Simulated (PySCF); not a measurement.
Polarisability and C₆ of Ne⁺ (neon, charge +1)

[He] 2s2 2p5, 2P determinant. Computed with PySCF 2.14 in aug-cc-pVQZ with one added diffuse shell each of s, p, d, f, g type (7s6p5d4f3g, 105 functions), with the non-relativistic Hamiltonian (point nucleus). Coupled (time-dependent) response in atomic units; α is the mean over directions.

```
method  mean α (bohr³)         α xx, yy, zz  C₆ (like pair)   S(−4)
   UHF           1.245  1.313, 1.211, 1.211           2.141  0.4968
   PBE           1.407  1.451, 1.385, 1.385           2.481  0.7142
  PBE0           1.352  1.404, 1.325, 1.325           2.364  0.6331
revPBE           1.407  1.451, 1.385, 1.385           2.480  0.7152
M06-2X           1.335  1.405, 1.300, 1.300           2.313  0.6188
```

S(−4) is the Cauchy moment in α(ω) = α(0) + S(−4) ω² + …

α(iu) at M06-2X:

| u (hartree) | α(iu) (bohr³) |
| --- | --- |
| 0 | 1.335 |
| 0.0500 | 1.334 |
| 0.100 | 1.329 |
| 0.200 | 1.311 |
| 0.300 | 1.283 |
| 0.500 | 1.203 |
| 0.750 | 1.081 |
| 1.00 | 0.9568 |
| 1.50 | 0.7396 |
| 2.00 | 0.5761 |
| 3.00 | 0.3688 |
| 5.00 | 0.1832 |

A single London oscillator, α(iu) = α/(1 + u²/ω²), gives C₆ = (3/4) ω α². Matching the computed C₆ needs ω = 4 × 2.313 / (3 × 1.335²) = 1.73 hartree.

For an ion, C₆ is the dispersion term alone; charge-induced terms of lower order in 1/R come first.

The components differ because the open shell of this determinant is not spherical; for a pure term their mean is the scalar polarisability.
